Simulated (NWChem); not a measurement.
System: C2H4GeO2; SMILES C=C1[O][GeH2][O]1

NWChem input:

```
start job
memory heap 200 mb stack 700 mb global 900 mb
geometry units angstroms noautosym nocenter noautoz
  C      0.000000     0.000000    -2.599710
  C      0.000000     0.000000    -1.256891
  O      0.000000     1.117385    -0.432905
  Ge     0.000000     0.000000     1.028531
  O      0.000000    -1.117385    -0.432905
  H      0.000000    -0.952704    -3.142075
  H      0.000000     0.952704    -3.142075
  H     -1.310221     0.000000     1.852980
  H      1.310221     0.000000     1.852980
end
basis spherical
  * library 6-31g*
end
dft
  xc b3lyp
  iterations 150
end
property
  efieldgrad
end
task dft property
```

Output (shortened):

```
             Northwest Computational Chemistry Package (NWChem) 7.3.0
             --------------------------------------------------------

                             Geometry "geometry" -> ""
                             -------------------------

 Output coordinates in angstroms (scale by  1.889725989 to convert to a.u.)

  No.       Tag          Charge          X              Y              Z
 ---- ---------------- ---------- -------------- -------------- --------------
    1 C                    6.0000     0.00000000     0.00000000    -2.59971000
    2 C                    6.0000     0.00000000     0.00000000    -1.25689100
    3 O                    8.0000     0.00000000     1.11738500    -0.43290500
    4 Ge                  32.0000     0.00000000     0.00000000     1.02853100
    5 O                    8.0000     0.00000000    -1.11738500    -0.43290500
    6 H                    1.0000     0.00000000    -0.95270400    -3.14207500
    7 H                    1.0000     0.00000000     0.95270400    -3.14207500
    8 H                    1.0000    -1.31022100     0.00000000     1.85298000
    9 H                    1.0000     1.31022100     0.00000000     1.85298000

 Effective nuclear repulsion energy (a.u.)     360.7520177131

                              NWChem Property Module
                              ----------------------

  itol2e modified to match energy
  convergence criterion.

                                 NWChem DFT Module
                                 -----------------

 Summary of "ao basis" -> "ao basis" (spherical)
 ------------------------------------------------------------------------------
       Tag                 Description            Shells   Functions and Types
 ---------------- ------------------------------  ------  ---------------------
 C                           6-31g*                  6       14   3s2p1d
 O                           6-31g*                  6       14   3s2p1d
 Ge                          6-31g*                 12       32   5s4p3d
 H                           6-31g*                  2        2   2s

  itol2e modified to match energy
  convergence criterion.

            General Information
            -------------------
          SCF calculation type: DFT
          Wavefunction type:  closed shell.
          No. of atoms     :     9
          No. of electrons :    64
           Alpha electrons :    32
            Beta electrons :    32
          Charge           :     0
          Spin multiplicity:     1
          Use of symmetry is: off; symmetry adaption is: off
          Maximum number of iterations: 150
          AO basis - number of functions:    96
                     number of shells:    44
          Convergence on energy requested:  1.00D-07
          Convergence on density requested:  1.00D-05
          Convergence on gradient requested:  5.00D-04

              XC Information
              --------------
                         B3LYP Method XC Potential
                     Hartree-Fock (Exact) Exchange  0.200
                        Slater Exchange Functional  0.800 local
                    Becke 1988 Exchange Functional  0.720 non-local
              Lee-Yang-Parr Correlation Functional  0.810
                  VWN I RPA Correlation Functional  0.190 local

             Grid Information
             ----------------
          Grid used for XC integration:  fine
          Radial quadrature: Mura-Knowles
          Angular quadrature: Lebedev.
          Tag              B.-S. Rad. Rad. Pts. Rad. Cut. Ang. Pts.
          ---              ---------- --------- --------- ---------
          C                   0.70       70          12.0       590
          O                   0.60       70          10.0       590
          Ge                  1.25      140          11.0       974
          H                   0.35       60          13.0       590
          Grid pruning is: on
          Number of quadrature shells:   660
          Spatial weights used:  Erf1

      Superposition of Atomic Density Guess
      -------------------------------------

 Sum of atomic energies:       -2301.84357939

      Non-variational initial energy
      ------------------------------

 Total energy =   -2303.929143
 1-e energy   =   -3922.194639
 2-e energy   =    1257.513478
 HOMO         =      -0.241998
 LUMO         =       0.007009

   convergence    iter        energy       DeltaE   RMS-Dens  Diis-err
 ---------------- ----- ----------------- --------- --------- ---------
 d= 0,ls=0.0,diis     1  -2305.6566657378 -2.67D+03  1.83D-02  1.07D+00
 d= 0,ls=0.0,diis     2  -2305.5650797395  9.16D-02  9.78D-03  2.20D+00
 d= 0,ls=0.0,diis     3  -2305.7905041016 -2.25D-01  1.10D-03  4.02D-02
 d= 0,ls=0.0,diis     4  -2305.7933684834 -2.86D-03  5.78D-04  4.09D-03
 d= 0,ls=0.0,diis     5  -2305.7935641136 -1.96D-04  2.65D-04  1.54D-03
  Resetting Diis
 d= 0,ls=0.0,diis     6  -2305.7937614649 -1.97D-04  2.51D-05  1.56D-05
 d= 0,ls=0.0,diis     7  -2305.7937623807 -9.16D-07  1.93D-05  1.72D-06
 d= 0,ls=0.0,diis     8  -2305.7937622574  1.23D-07  1.12D-05  3.05D-06
 d= 0,ls=0.0,diis     9  -2305.7937625224 -2.65D-07  2.00D-06  8.05D-08
 d= 0,ls=0.0,diis    10  -2305.7937625318 -9.45D-09  3.17D-07  2.06D-09

         Total DFT energy =    -2305.793762531820
      One electron energy =    -3923.293317117341
           Coulomb energy =     1365.344207858550
    Exchange-Corr. energy =     -108.596670986118
 Nuclear repulsion energy =      360.752017713089

 Numeric. integr. density =       63.999997817614

                       DFT Final Molecular Orbital Analysis
                       ------------------------------------

 Vector   30  Occ=2.000000D+00  E=-3.199464D-01
              MO Center= -9.3D-10, -9.4D-09, -4.3D-01, r^2= 2.2D+00
   Bfn.  Coefficient  Atom+Function         Bfn.  Coefficient  Atom+Function
  ----- ------------  ---------------      ----- ------------  ---------------
    32      0.423757  3 O  py                78      0.423757  5 O  py
    36      0.307937  3 O  py                82      0.307937  5 O  py
    54     -0.234820  4 Ge py                33     -0.171193  3 O  pz
    79      0.171193  5 O  pz                18     -0.121068  2 C  py
    37     -0.096379  3 O  pz                83      0.096379  5 O  pz

[...]

          -----------------------
          Electric field gradient
          -----------------------

 1 a.u. = 0.324123 10**(16) esu/cm**3  ( or statvolts/cm**2 ) = 0.97174 10**(22) v/m**2

 ------------------------------------------------------------
   Atom      X         Y         Z
 ------------------------------------------------------------
    1 C    0.00000   0.00000  -4.91274
 ------------------------------------------------------------

 Electric field gradient in molecular frame (a.u.)
         XX             YY             ZZ             XY             XZ             YZ
 ------------------------------------------------------------------------------------------
        0.033390       0.001094      -0.034484       0.000000      -0.000000      -0.000000

 Principal components (a.u.) and orientation
 of principal axis w.r.t. absolute frame                      Asymmetry parameter eta
 --------------------------------------------------------------------------------------
       -0.034484       0.033390       0.001094                       0.936569

        0.000000       1.000000      -0.000000
        0.000000       0.000000       1.000000
        1.000000      -0.000000      -0.000000

 ------------------------------------------------------------
   Atom      X         Y         Z
 ------------------------------------------------------------
    2 C    0.00000   0.00000  -2.37518
 ------------------------------------------------------------

 Electric field gradient in molecular frame (a.u.)
         XX             YY             ZZ             XY             XZ             YZ
 ------------------------------------------------------------------------------------------
        0.041219      -0.283118       0.241899      -0.000000       0.000000       0.000000

 Principal components (a.u.) and orientation
 of principal axis w.r.t. absolute frame                      Asymmetry parameter eta
 --------------------------------------------------------------------------------------
       -0.283118       0.241899       0.041219                       0.708819

        0.000000       0.000000       1.000000
        1.000000       0.000000      -0.000000
       -0.000000       1.000000      -0.000000

 ------------------------------------------------------------
   Atom      X         Y         Z
 ------------------------------------------------------------
    3 O    0.00000   2.11155  -0.81807
 ------------------------------------------------------------

 Electric field gradient in molecular frame (a.u.)
         XX             YY             ZZ             XY             XZ             YZ
 ------------------------------------------------------------------------------------------
        1.216080      -0.140963      -1.075117      -0.000000       0.000000      -0.569143

 Principal components (a.u.) and orientation
 of principal axis w.r.t. absolute frame                      Asymmetry parameter eta
 --------------------------------------------------------------------------------------
       -1.344304       1.216080       0.128224                       0.809234

       -0.000000       1.000000       0.000000
        0.427558      -0.000000       0.903988
        0.903988       0.000000      -0.427558

 ------------------------------------------------------------
   Atom      X         Y         Z
 ------------------------------------------------------------
    4 Ge   0.00000   0.00000   1.94364
 ------------------------------------------------------------

 Electric field gradient in molecular frame (a.u.)
         XX             YY             ZZ             XY             XZ             YZ
 ------------------------------------------------------------------------------------------
        1.346786      -1.848907       0.502121      -0.000000      -0.000000      -0.000000

 Principal components (a.u.) and orientation
 of principal axis w.r.t. absolute frame                      Asymmetry parameter eta
 --------------------------------------------------------------------------------------
       -1.848907       1.346786       0.502121                       0.456846

        0.000000       1.000000       0.000000
        1.000000      -0.000000      -0.000000
        0.000000      -0.000000       1.000000

 ------------------------------------------------------------
   Atom      X         Y         Z
 ------------------------------------------------------------
    5 O    0.00000  -2.11155  -0.81807
 ------------------------------------------------------------

 Electric field gradient in molecular frame (a.u.)
         XX             YY             ZZ             XY             XZ             YZ
 ------------------------------------------------------------------------------------------
        1.216080      -0.140963      -1.075117      -0.000000       0.000000       0.569143

 Principal components (a.u.) and orientation
 of principal axis w.r.t. absolute frame                      Asymmetry parameter eta
 --------------------------------------------------------------------------------------
       -1.344304       1.216080       0.128224                       0.809234

       -0.000000       1.000000      -0.000000
       -0.427558       0.000000       0.903988
        0.903988       0.000000       0.427558

 ------------------------------------------------------------
   Atom      X         Y         Z
 ------------------------------------------------------------
    6 H    0.00000  -1.80035  -5.93766
 ------------------------------------------------------------

 Electric field gradient in molecular frame (a.u.)
         XX             YY             ZZ             XY             XZ             YZ
 ------------------------------------------------------------------------------------------
        0.159731      -0.184945       0.025215      -0.000000      -0.000000      -0.182603

 Principal components (a.u.) and orientation
 of principal axis w.r.t. absolute frame                      Asymmetry parameter eta
 --------------------------------------------------------------------------------------
       -0.290545       0.159731       0.130814                       0.099524

        0.000000       1.000000       0.000000
        0.865670       0.000000      -0.500616
        0.500616      -0.000000       0.865670

 ------------------------------------------------------------
   Atom      X         Y         Z
 ------------------------------------------------------------
    7 H    0.00000   1.80035  -5.93766
 ------------------------------------------------------------

 Electric field gradient in molecular frame (a.u.)
         XX             YY             ZZ             XY             XZ             YZ
 ------------------------------------------------------------------------------------------
        0.159731      -0.184945       0.025215      -0.000000       0.000000       0.182603

 Principal components (a.u.) and orientation
 of principal axis w.r.t. absolute frame                      Asymmetry parameter eta
 --------------------------------------------------------------------------------------
       -0.290545       0.159731       0.130814                       0.099524

        0.000000       1.000000       0.000000
        0.865670      -0.000000       0.500616
       -0.500616       0.000000       0.865670

 ------------------------------------------------------------
   Atom      X         Y         Z
 ------------------------------------------------------------
    8 H   -2.47596   0.00000   3.50162
 ------------------------------------------------------------

 Electric field gradient in molecular frame (a.u.)
         XX             YY             ZZ             XY             XZ             YZ
 ------------------------------------------------------------------------------------------
       -0.081336       0.070615       0.010720       0.000000       0.098327      -0.000000

 Principal components (a.u.) and orientation
 of principal axis w.r.t. absolute frame                      Asymmetry parameter eta
 --------------------------------------------------------------------------------------
       -0.143874       0.073259       0.070615                       0.018376

        0.843789       0.536675      -0.000000
       -0.000000       0.000000       1.000000
       -0.536675       0.843789      -0.000000

 ------------------------------------------------------------
   Atom      X         Y         Z
 ------------------------------------------------------------
    9 H    2.47596   0.00000   3.50162
 ------------------------------------------------------------

 Electric field gradient in molecular frame (a.u.)
         XX             YY             ZZ             XY             XZ             YZ
 ------------------------------------------------------------------------------------------
       -0.081336       0.070615       0.010720      -0.000000      -0.098327      -0.000000

 Principal components (a.u.) and orientation
 of principal axis w.r.t. absolute frame                      Asymmetry parameter eta
 --------------------------------------------------------------------------------------
       -0.143874       0.073259       0.070615                       0.018376

        0.843789      -0.536675       0.000000
        0.000000       0.000000       1.000000
        0.536675       0.843789      -0.000000
```

Level: B3LYP/6-31G* (spherical d). Geometry: optimised at PBE-D3(BJ)/def2-SVP. NWChem prints the field gradient with the sign opposite to the second derivative of the potential.
